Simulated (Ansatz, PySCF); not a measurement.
Spin states of H2O2Ru (SMILES [OH][Ru][OH]), each relaxed with B3LYP-D3(BJ)/def2-TZVP.
State 1 (charge 0, multiplicity 5):
```csv
atom,x (Å),y (Å),z (Å)
Ru,-0.1084,-0.1435,-0.1450
O,1.3627,-0.0511,-1.3600
H,1.8602,0.7350,-1.6023
O,-1.5981,-0.2649,1.0446
H,-1.5702,-0.2458,2.0053
```
State 2 (charge 0, multiplicity 3):
```xyz
5

Ru    -0.3063    -0.5244    -0.4321
O      1.3752    -0.0698    -1.0801
H      1.6009     0.8300    -1.3445
O     -1.4831    -0.0732     0.9339
H     -1.2404    -0.1329     1.8655
```

| level | energy of the multiplicity-3 state less that of the multiplicity-5 state (kcal/mol) | cost |
|---|---|---|
| PBE/def2-TZVPP | 6.91 | ×1 |
| PBE-D3(BJ)/def2-TZVPP | 6.86 | ×1 |
| BLYP-D3(BJ)/def2-TZVPP | 5.20 | ×1 |
| r2SCAN/def2-TZVPP | 13.98 | ×2 |
| B97M-V/def2-TZVPP | 13.39 | ×4 |
| r2SCANh/def2-TZVPP | 16.40 | ×2 |
| B3LYP/def2-TZVPP | 11.01 | ×0.8 |
| PBE0/def2-TZVPP | 14.50 | ×1 |
| PBE0-D4/def2-TZVPP | 14.44 | ×1 |
| CAM-B3LYP/def2-TZVPP | 13.36 | ×0.9 |
| CAM-B3LYP-D3(BJ)/def2-TZVPP | 13.32 | ×0.9 |
| CAM-B3LYP-D4/def2-TZVPP | 13.30 | ×0.9 |
| B2PLYP-D3(BJ)/def2-TZVPP | 13.29 | ×2 |
| B2PLYP-D4/def2-TZVPP | 13.28 | ×2 |

The rows run from 5.20 (BLYP-D3(BJ)/def2-TZVPP) to 16.40 kcal/mol (r2SCANh/def2-TZVPP). The dispersion term adds -0.05 in PBE-D3(BJ), -0.06 in PBE0-D4, -0.04 in CAM-B3LYP-D3(BJ). The 7 functionals in def2-TZVPP without D3 or D4 span 9.48, from PBE to r2SCANh.

Singlets are restricted, other states unrestricted; no spin–orbit coupling, no relativity up to Kr; see below for the cores. The largest T1 diagnostic is 0.026.

Correlated levels freeze the inner cores; with def2 sets outer-core shells near the valence are correlated too.

Doubts at one or more of the structures used: a spin-contaminated determinant (r2SCANh/def2-TZVPP, B2PLYP-D3(BJ)/def2-TZVPP, B2PLYP-D4/def2-TZVPP).

Programs: Ansatz (Gaussian orbitals); PySCF for the dispersion terms.  In def2 rows elements past Kr take small-core potentials, without spin–orbit coupling.

Costs are rough ratios of core time to PBE/def2-TZVPP (about 40 s over the structures, on one shared machine); a dash marks a level with no comparable run of its own.

Ansatz is a program for electronic structure.
